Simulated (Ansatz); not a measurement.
Species: trichloro(methoxy)germane, CH₃Cl₃GeO, net charge 0, singlet state. SMILES: C[O][Ge]([Cl])([Cl])[Cl]
Geometry from a B3LYP-D3(BJ)/def2-TZVP (Ansatz, a quantum-chemistry and plane-wave program) optimisation:
```xyz
9

C     -2.6735    -0.3731    -0.1316
O     -1.4006    -0.9317    -0.4732
Ge     0.0713    -0.0821    -0.0470
Cl     0.1979     0.1853     2.0777
Cl     1.6871    -1.2736    -0.7456
Cl     0.1145     1.8563    -0.9652
H     -2.7805    -0.2623     0.9500
H     -3.4254    -1.0718    -0.4946
H     -2.8233     0.5960    -0.6130
```
Charge 0, spin multiplicity 1.

Parts of the frozen-core correlation energy in def2-SVPD (Ansatz, hartree). Frozen orbitals: 31; correlated occupied orbitals by spin: 19 and 19; virtual: 136 and 136. Spin-orbit coupling is left out. No relativistic terms.

```csv
term,value
reference (HF),-3567.73497
MP2 opposite-spin,?
MP2 same-spin,?
CCSD correlation,-0.92378
(T),?
T1 diagnostic,0.012
largest doubles amplitude,0.012
```

Question: Some entries are withheld; supply them.

Answer: 
- MP2 opposite-spin, value: -0.64095
- MP2 same-spin, value: -0.23067
- (T), value: -0.02890
